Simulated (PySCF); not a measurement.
## Excitation energy of Ir+ by level of theory

Ir+ [Xe] 4f14 5d7 6s1 (5F) → Ir+ [Xe] 4f14 5d8 (3F), as a difference of total energies. All numbers are calculated (PySCF 2.14, scalar relativity by spin-free X2C-1e, in x2c-TZVPPall). Correlated levels: valence: [Xe] 4f14 frozen. The calculations carry no spin-orbit coupling.

**Question.** Order these methods by the excitation energy they give, lowest first.
A. SCS-MP2 (valence)
B. CCSD(T) (valence)
C. CCSD (valence)
D. MP2 (valence)

**Answer.** A (-1030.8 cm⁻¹), B (1363.2 cm⁻¹), D (1572.2 cm⁻¹), C (1946.1 cm⁻¹).

Errors of the correlated levels include the incompleteness of this basis and the frozen core.

For comparison: 2916.2 cm⁻¹ (measured; NIST levels, between the centres of gravity of the two terms).
